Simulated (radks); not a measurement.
The mean radii <r> (bohr) of the occupied orbitals of an atom or ion are listed with their occupations. All-electron calculation, scalar-relativistic Kohn-Sham, r2SCAN, spin-polarised, spherical densities, finite nucleus; meta-GGA in the generalised Kohn-Sham scheme; Fermi nuclear charge, rms radius of each element as measured or else 0.836 A^(1/3) + 0.57 fm. Program: a radial shooting solver on a logarithmic mesh with Libxc functionals.

| orbital | occ. | <r> |
|---|---|---|
| 1s up | 1 | 0.06960 |
| 1s down | 1 | 0.06960 |
| 2s up | 1 | 0.3239 |
| 2s down | 1 | 0.3237 |
| 2p up | 3 | 0.2894 |
| 2p down | 3 | 0.2892 |
| 3s up | 1 | 0.9724 |
| 3p up | 3 | 1.026 |
| 3p down | 3 | 1.036 |
| 3d up | 1 | 1.163 |
| 4s up | 1 | 2.507 |

Name the element and its charge. Open shells, if any, are filled with parallel spins first.

Answer. Z = 22, titanium, charge +3: Ti3+ in [Ne] 3s1 3p6 3d1 4s1. The 1s radius gives Z: for a bare nucleus <r> = (2 gamma + 1)/(2Z) with gamma = sqrt(1 - (Z/c)^2), 0.06759 bohr for Z = 22, and screening makes it slightly larger (0.06960 here). The occupations add up to 19, and the charge is Z minus that.
